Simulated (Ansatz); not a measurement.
BClHInO. Charge 0, multiplicity 1. In takes the def2 core potential. The bonds changed during the relaxation, so this is another structure than the one it started from.

```
atom   x (Å)   y (Å)   z (Å)
 Cl1  -1.660   0.053   0.216
 In2   0.724   0.652   2.098
  B3  -0.013  -0.192  -0.623
  O4   1.061   0.031   0.071
  H5  -0.111  -0.543  -1.762
```

Problem. List the harmonic frequencies (cm⁻¹, unscaled) at PBE0-D4/def2-TZVP in Ansatz. (Estimate.)

Solution. The calculation gave: 68, 145, 345, 437, 656, 839, 1057, 1452, 2640.

Problem. Is this a minimum?

Solution. Yes, all 9 modes are real.

Problem. Give the ideal-gas thermochemistry at 298.15 K and 1 bar (rigid rotor, harmonic oscillator; point group Cs, symmetry number 1).

Solution. Zero-point energy 45.7 kJ/mol; H(298) − E = 61.7 kJ/mol; entropy 328.2 J/(mol·K), of which translation 173.5, rotation 114.6, vibration 40.1; G(298) − E = -36.2 kJ/mol. Modes under 100 cm⁻¹ are hindered rotations or soft bends, so the harmonic entropy is rough.

Problem. And at 400, 500, 600, 800 and 1000 K?

Solution. 
```csv
T (K),H − E (kJ/mol),S (J/mol/K),G − E (kJ/mol)
400,69.2,349.9,-70.7
500,77.2,367.7,-106.6
600,85.7,383.2,-144.2
800,103.8,409.1,-223.5
1000,122.7,430.2,-307.5
```
